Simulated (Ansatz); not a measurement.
```xyz
15

C    -0.9778   -1.2439   -0.7086
C    -0.3708   -0.4158    0.4136
C    -1.3263    0.6587    0.9135
In    1.5386    0.4358   -0.1775
O     2.6541    1.7396    0.8232
O     2.5036    0.0585   -1.8740
H    -1.2121   -0.6321   -1.5847
H    -0.3179   -2.0510   -1.0361
H    -1.9182   -1.7033   -0.3795
H    -0.1175   -1.0778    1.2483
H    -2.2639    0.2044    1.2572
H    -0.9145    1.2296    1.7493
H    -1.5891    1.3701    0.1253
H     2.2734    1.9909    1.6674
H     2.0385   -0.5637   -2.4373
```

The species carries charge 0 and has multiplicity 1. In takes the def2 core potential.

**Question.** List the ωB97M-V/def2-TZVPP orbital energies in eV (the Gaussian-basis code of Ansatz). (Best estimate.)

**Answer.** Computed: Occupied: -525.16, -525.12, -282.12, -281.63, -281.61, -130.93, -87.43, -87.11, -87.09, -29.24, -29.18, -25.20, -23.80, -23.77, -23.76, -23.53, -23.50, -22.29, -19.08, -15.82, -15.57, -15.23, -14.29, -14.13, -13.62, -12.49, -12.47, -12.22, -11.17, -10.98, -10.50, -9.46. Lowest empty: 0.66, 0.68, 1.15, 2.09, 2.92, 3.19, 3.78, 4.02.
